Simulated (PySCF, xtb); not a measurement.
CH6GeO3, SMILES [CH3][Ge]([OH])([OH])[OH]. Other conformers were not sampled.

Harmonic wavenumbers (cm⁻¹) from GFN2-xTB (xtb) at its own minimum, in rising order: 85, 95, 98, 177, 178, 216, 222, 224, 262, 524, 564, 565, 591, 773, 777, 779, 820, 821, 1312, 1446, 1447, 3041, 3047, 3047, 3666, 3667, 3670.

What does PySCF with PBE0-D3(BJ)/def2-SVP give at its own minimum? (The exact figures need the calculation; the answer reports its results.)

80, 105, 105, 208, 208, 249, 249, 258, 327, 629, 718, 729, 729, 797, 797, 882, 891, 891, 1262, 1427, 1427, 3079, 3198, 3198, 3899, 3899, 3900. Paired by order, the mean absolute difference is 82 cm⁻¹ and the zero-point energies are 45.9 and 48.8 kcal/mol.
